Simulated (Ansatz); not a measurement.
`[CH3][Cd][Cl]` + H₂S → `[SH][Cd][Cl]` + CH₄ at 700 K and 1 bar (ligand exchange at a Cd–C bond).

Computed with Ansatz on PBE0-D4/def2-TZVP structures; ΔE is electronic, products minus reactants. CCSD(T)/CBS adds triple-zeta CCSD(T) − MP2 to the extrapolated MP2 energy (def2 sets, frozen cores). This one scheme is used for every species. Elements past krypton have def2 core potentials. For Cd outer-core shells are correlated without core-valence functions, which leaves a few kJ/mol of doubt a bond. One conformer a species, not always the lowest.

```tsv
species	CCSD(T)/CBS energy (Eh)	H − E (kJ/mol)	S (J/(mol·K))
`[CH3][Cd][Cl]`	-667.39508	145.2	369.7
H₂S	-398.97279	64.8	236.9
`[SH][Cd][Cl]`	-1025.94547	70.1	376.0
CH₄	-40.46206	145.9	224.0
```

H − E and S are ideal-gas, rigid-rotor, harmonic terms from PBE0-D4/def2-TZVP, for one conformer and one mirror image of each species. 1 Eh = 2625.50 kJ/mol, R = 8.31446 J/(mol·K).

By hand: ΔE, ΔH, ΔS and ΔG.

ΔE = (-1025.94547) + (-40.46206) − (-667.39508) − (-398.97279) = -0.03966 Eh = -104.1 kJ/mol. Δ(H − E) = 70.1 + 145.9 − 145.2 − 64.8 = 6.0, so ΔH = -98.1 kJ/mol. ΔS = 376.0 + 224.0 − 369.7 − 236.9 = -6.6 J/(mol·K). ΔG = -98.1 − 700 × (-6.6)/1000 = -93.5 kJ/mol.

By hand: the equilibrium constant, and the temperature at which ΔG would vanish if ΔH and ΔS stayed fixed.

log₁₀ K = −ΔG/(RT ln 10) = 7.0. ΔG = 0 at ΔH/ΔS = 14864 K, far beyond where these terms or the molecules hold.

The number of gas molecules stays the same, so ΔS is small and ΔH decides. A doubt of 5 kJ/mol in ΔE shifts log₁₀ K by 0.4 here. Other conformers and mirror images would add mixing entropy, several J/(mol·K) or more a flexible species. These are equilibria of isolated gas molecules and say nothing of rates. Largest T1 diagnostic: 0.013 (customary marks: 0.02 for closed shells, 0.045 for open ones).
